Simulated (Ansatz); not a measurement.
Geometry optimisation of C2H8FN2Y, SMILES `C[N](C)[Y]([NH2])[F]`.

```yaml
crystal:
  periodic: [false, false, false]
  atoms:
    - {symbol: C, position_ang: [0.528190, -1.890150, -0.239270]}
    - {symbol: N, position_ang: [0.429840, -0.539250, -0.785900]}
    - {symbol: C, position_ang: [-0.983410, -0.188750, -0.900210]}
    - {symbol: Y, position_ang: [1.383800, 0.884350, 0.448910]}
    - {symbol: N, position_ang: [0.176840, 2.636390, 0.477030]}
    - {symbol: F, position_ang: [0.784580, 0.164430, 2.201120]}
    - {symbol: H, position_ang: [1.571950, -2.217630, -0.215120]}
    - {symbol: H, position_ang: [-0.030820, -2.580260, -0.885860]}
    - {symbol: H, position_ang: [0.097850, -1.963420, 0.775080]}
    - {symbol: H, position_ang: [-1.091240, 0.792810, -1.373830]}
    - {symbol: H, position_ang: [-1.486720, -0.177480, 0.088320]}
    - {symbol: H, position_ang: [-1.491600, -0.936520, -1.522850]}
    - {symbol: H, position_ang: [-0.464660, 2.457220, 1.261380]}
    - {symbol: H, position_ang: [0.575410, 3.558260, 0.671210]}
basis:
  gaussian: {orbitals: def2-TZVP}
hamiltonian: {xc: pbe0, dispersion: d4}
relax: {f_tol: 0.005, max_steps: 150}
```

```sh
$ ansatz run in.yaml --threads 2 --pin off --events-out ev --progress --plain --max-ram 22528MiB --backend cuda --devices 0, --max-vram 18GiB
```

Shortened log:

```
Functional definition: PBE0
mean field -8941.31197973 eV, -328.5871546161 hartree, gradient 4.2e-5 eV, S^2 0.000000; 0 other end points of the search recorded, 0 dependent functions left out
relax step   1: F+E_penalty+E_count = -8941.56839547 eV  Δ(F+E_penalty+E_count) = +0.000e0 eV  max|allowed force component| = 5.833e-1 eV/Å  Δτ_max = 0.0000 Å  (31 SCF iters, accepted)
mean field -8941.52326852 eV, -328.5949193360 hartree, gradient 8.7e-6 eV, S^2 0.000000; 0 other end points of the search recorded, 0 dependent functions left out
relax step   2: F+E_penalty+E_count = -8941.77392247 eV  Δ(F+E_penalty+E_count) = -2.055e-1 eV  max|allowed force component| = 9.276e-1 eV/Å  Δτ_max = 0.1950 Å  (35 SCF iters, accepted)
mean field -8941.66741056 eV, -328.6002164581 hartree, gradient 1.6e-5 eV, S^2 0.000000; 0 other end points of the search recorded, 0 dependent functions left out
relax step   3: F+E_penalty+E_count = -8941.91454727 eV  Δ(F+E_penalty+E_count) = -1.406e-1 eV  max|allowed force component| = 7.392e-1 eV/Å  Δτ_max = 0.1943 Å  (33 SCF iters, accepted)
mean field -8941.78095422 eV, -328.6043891108 hartree, gradient 1.2e-5 eV, S^2 0.000000; 0 other end points of the search recorded, 0 dependent functions left out
relax step   4: F+E_penalty+E_count = -8942.02451547 eV  Δ(F+E_penalty+E_count) = -1.100e-1 eV  max|allowed force component| = 9.569e-1 eV/Å  Δτ_max = 0.1950 Å  (39 SCF iters, accepted)
mean field -8941.87524943 eV, -328.6078543957 hartree, gradient 1.1e-5 eV, S^2 0.000000; 0 other end points of the search recorded, 0 dependent functions left out
relax step   5: F+E_penalty+E_count = -8942.11633534 eV  Δ(F+E_penalty+E_count) = -9.182e-2 eV  max|allowed force component| = 6.188e-1 eV/Å  Δτ_max = 0.1999 Å  (39 SCF iters, accepted)
mean field -8941.95105541 eV, -328.6106402143 hartree, gradient 1.0e-5 eV, S^2 0.000000; 0 other end points of the search recorded, 0 dependent functions left out
relax step   6: F+E_penalty+E_count = -8942.18948372 eV  Δ(F+E_penalty+E_count) = -7.315e-2 eV  max|allowed force component| = 1.912e-1 eV/Å  Δτ_max = 0.1949 Å  (39 SCF iters, accepted)
mean field -8942.01379007 eV, -328.6129456704 hartree, gradient 1.0e-5 eV, S^2 0.000000; 0 other end points of the search recorded, 0 dependent functions left out
relax step   7: F+E_penalty+E_count = -8942.24794315 eV  Δ(F+E_penalty+E_count) = -5.846e-2 eV  max|allowed force component| = 2.185e-1 eV/Å  Δτ_max = 0.2000 Å  (39 SCF iters, accepted)
mean field -8942.06365438 eV, -328.6147781500 hartree, gradient 1.0e-5 eV, S^2 0.000000; 0 other end points of the search recorded, 0 dependent functions left out
relax step   8: F+E_penalty+E_count = -8942.29632836 eV  Δ(F+E_penalty+E_count) = -4.839e-2 eV  max|allowed force component| = 1.612e-1 eV/Å  Δτ_max = 0.2000 Å  (39 SCF iters, accepted)
mean field -8942.09734071 eV, -328.6160160998 hartree, gradient 1.0e-5 eV, S^2 0.000000; 0 other end points of the search recorded, 0 dependent functions left out
relax step   9: F+E_penalty+E_count = -8942.32877139 eV  Δ(F+E_penalty+E_count) = -3.244e-2 eV  max|allowed force component| = 9.465e-2 eV/Å  Δτ_max = 0.2000 Å  (39 SCF iters, accepted)
mean field -8942.11150784 eV, -328.6165367322 hartree, gradient 1.4e-5 eV, S^2 0.000000; 0 other end points of the search recorded, 0 dependent functions left out
relax step  10: F+E_penalty+E_count = -8942.34129201 eV  Δ(F+E_penalty+E_count) = -1.252e-2 eV  max|allowed force component| = 6.446e-1 eV/Å  Δτ_max = 0.1903 Å  (34 SCF iters, accepted)
mean field -8942.14287906 eV, -328.6176896032 hartree, gradient 1.6e-5 eV, S^2 0.000000; 0 other end points of the search recorded, 0 dependent functions left out
relax step  11: F+E_penalty+E_count = -8942.37250343 eV  Δ(F+E_penalty+E_count) = -3.121e-2 eV  max|allowed force component| = 8.119e-1 eV/Å  Δτ_max = 0.1930 Å  (32 SCF iters, accepted)
mean field -8942.21299924 eV, -328.6202664724 hartree, gradient 1.7e-5 eV, S^2 0.000000; 0 other end points of the search recorded, 0 dependent functions left out
relax step  12: F+E_penalty+E_count = -8942.44239762 eV  Δ(F+E_penalty+E_count) = -6.989e-2 eV  max|allowed force component| = 3.276e-1 eV/Å  Δτ_max = 0.2000 Å  (32 SCF iters, accepted)
mean field -8942.26682274 eV, -328.6222444496 hartree, gradient 1.2e-5 eV, S^2 0.000000; 0 other end points of the search recorded, 0 dependent functions left out
relax step  13: F+E_penalty+E_count = -8942.49598714 eV  Δ(F+E_penalty+E_count) = -5.359e-2 eV  max|allowed force component| = 2.448e-1 eV/Å  Δτ_max = 0.2000 Å  (31 SCF iters, accepted)
mean field -8942.30921440 eV, -328.6238023142 hartree, gradient 1.8e-5 eV, S^2 0.000000; 0 other end points of the search recorded, 0 dependent functions left out
relax step  14: F+E_penalty+E_count = -8942.53778687 eV  Δ(F+E_penalty+E_count) = -4.180e-2 eV  max|allowed force component| = 2.843e-1 eV/Å  Δτ_max = 0.2000 Å  (32 SCF iters, accepted)
mean field -8942.32022558 eV, -328.6242069676 hartree, gradient 1.0e-5 eV, S^2 0.000000; 0 other end points of the search recorded, 0 dependent functions left out
relax step  15: F+E_penalty+E_count = -8942.54748616 eV  Δ(F+E_penalty+E_count) = -9.699e-3 eV  max|allowed force component| = 5.941e-1 eV/Å  Δτ_max = 0.2000 Å  (39 SCF iters, accepted)
mean field -8942.35860947 eV, -328.6256175495 hartree, gradient 9.6e-6 eV, S^2 0.000000; 0 other end points of the search recorded, 0 dependent functions left out
relax step  16: F+E_penalty+E_count = -8942.58803380 eV  Δ(F+E_penalty+E_count) = -4.055e-2 eV  max|allowed force component| = 2.338e-1 eV/Å  Δτ_max = 0.2000 Å  (39 SCF iters, accepted)
mean field -8942.36577002 eV, -328.6258806948 hartree, gradient 9.5e-6 eV, S^2 0.000000; 0 other end points of the search recorded, 0 dependent functions left out
relax step  17: F+E_penalty+E_count = -8942.59291461 eV  Δ(F+E_penalty+E_count) = -4.881e-3 eV  max|allowed force component| = 1.066e-1 eV/Å  Δτ_max = 0.2000 Å  (39 SCF iters, accepted)
mean field -8942.37439882 eV, -328.6261977974 hartree, gradient 1.1e-5 eV, S^2 0.000000; 0 other end points of the search recorded, 0 dependent functions left out
relax step  18: F+E_penalty+E_count = -8942.60208217 eV  Δ(F+E_penalty+E_count) = -9.168e-3 eV  max|allowed force component| = 3.715e-2 eV/Å  Δτ_max = 0.0781 Å  (33 SCF iters, accepted)
mean field -8942.37469089 eV, -328.6262085311 hartree, gradient 9.6e-6 eV, S^2 0.000000; 0 other end points of the search recorded, 0 dependent functions left out
relax step  19: F+E_penalty+E_count = -8942.60246830 eV  Δ(F+E_penalty+E_count) = -3.861e-4 eV  max|allowed force component| = 2.631e-2 eV/Å  Δτ_max = 0.0220 Å  (33 SCF iters, accepted)
mean field -8942.37464676 eV, -328.6262069093 hartree, gradient 9.6e-6 eV, S^2 0.000000; 0 other end points of the search recorded, 0 dependent functions left out
relax step  20: F+E_penalty+E_count = -8942.60250784 eV  Δ(F+E_penalty+E_count) = -3.954e-5 eV  max|allowed force component| = 1.716e-2 eV/Å  Δτ_max = 0.0104 Å  (35 SCF iters, accepted)
mean field -8942.37467926 eV, -328.6262081035 hartree, gradient 9.6e-6 eV, S^2 0.000000; 0 other end points of the search recorded, 0 dependent functions left out
relax step  21: F+E_penalty+E_count = -8942.60254459 eV  Δ(F+E_penalty+E_count) = -3.675e-5 eV  max|allowed force component| = 3.887e-3 eV/Å  Δτ_max = 0.0046 Å  (35 SCF iters, accepted)
mean field -8942.37467926 eV, -328.6262081035 hartree, gradient 9.6e-6 eV, S^2 0.000000; 1 other end points of the search recorded, 0 dependent functions left out
Total energy: -8942.60260302 eV, -328.6345841474 hartree
Atom 0 at     0.285951    -2.062174    -0.167407 Å, force    -0.001627    -0.001007     0.000519 eV/Å
Atom 1 at     0.000371    -0.651054    -0.136103 Å, force     0.003887     0.000903     0.000157 eV/Å
Atom 2 at    -1.077157    -0.312840    -1.031862 Å, force    -0.000907     0.000101     0.000755 eV/Å
Atom 3 at     0.963265     0.860945     1.035176 Å, force    -0.001029    -0.000719    -0.000236 eV/Å
Atom 4 at     0.266643     2.883352     0.835378 Å, force     0.000361     0.000923     0.000313 eV/Å
Atom 5 at     2.469220     0.387416     2.287486 Å, force     0.000806     0.000551     0.000575 eV/Å
Atom 6 at     1.105860    -2.312205     0.514941 Å, force    -0.001154     0.000351    -0.000903 eV/Å
Atom 7 at     0.581276    -2.405680    -1.172063 Å, force     0.000504     0.000534    -0.000451 eV/Å
Atom 8 at    -0.583681    -2.669843     0.130938 Å, force    -0.000021    -0.001530    -0.000046 eV/Å
Atom 9 at    -1.291322     0.763910    -1.004419 Å, force    -0.000063    -0.000521     0.000107 eV/Å
Atom 10 at    -2.014590    -0.832581    -0.775904 Å, force    -0.000891     0.000425    -0.000341 eV/Å
Atom 11 at    -0.848052    -0.567265    -2.079348 Å, force     0.000573    -0.000151     0.000140 eV/Å
Atom 12 at     0.622086     3.696910     1.323861 Å, force    -0.000227    -0.000047    -0.000276 eV/Å
Atom 13 at    -0.479859     3.221108     0.239335 Å, force    -0.000212     0.000187    -0.000311 eV/Å
Dipole moment:    -0.310546     0.122441    -0.256532 e Å
```

It took 43 s on 2 threads of an AMD EPYC 7R13 on a shared host and a share of an NVIDIA H100 80 GB, with 0.93 GiB of host memory at the peak.
